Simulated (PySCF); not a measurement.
**Indium: a sound run and one with changed settings**

Sound run: In [Kr] 4d10 5s2 5p1, In⁺ [Kr] 4d10 5s2. All numbers are calculated (PySCF 2.14, scalar relativity through the core potential, in cc-pVDZ-PP with ECP28MDF). The sound run starts from symmetry-adapted Hartree-Fock orbitals and uses a fine grid where one is needed.

Changed run: radial step 0.3 in ln r (0.13 in the sound run). This setting is unsound on purpose.

| species | method | sound run (hartree) | changed run (hartree) | converged |
| --- | --- | --- | --- | --- |
| In | UHF | -189.20491 | -189.20491 | yes |
| In | PBE0 | -190.10770 | -190.10963 | yes |
| In | BP86 | -190.22456 | -190.22605 | yes |
| In⁺ | UHF | -189.01390 | -189.01390 | yes |
| In⁺ | PBE0 | -189.90184 | -189.90374 | yes |
| In⁺ | BP86 | -190.01479 | -190.01624 | yes |

Ionisation energy of In:

| method | sound run (eV) | changed run (eV) |
| --- | --- | --- |
| UHF | 5.198 | 5.198 |
| PBE0 | 5.602 | 5.603 |
| BP86 | 5.708 | 5.709 |

A coarse radial grid mis-integrates the density and the exchange-correlation energy, with errors of either sign; Hartree-Fock needs no grid.

For comparison, NIST gives 5.786 eV between the lowest levels.
